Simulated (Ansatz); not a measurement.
C3H2F4 (`F/C=C(/F)C(F)F`), charge 0, multiplicity 1.

**Question.** Give a relaxed structure at PBE0-D4/def2-TZVP (Ansatz 0.2.0). (Best estimate.)

**Answer.** The calculation gave: 
Z-matrix (Å, degrees):
```
C
F 1 1.355
F 1 1.355 2 107.1
C 1 1.489 2 110.1 3 119.7
H 1 1.092 2 109.0 3 -117.7
C 4 1.323 1 125.6 2 121.1
F 4 1.332 1 115.0 2 -58.9
F 6 1.331 4 121.3 1 -0.0
H 6 1.083 4 124.1 1 180.0
```
Point group Cs.
This is one stationary point; other conformers may exist.
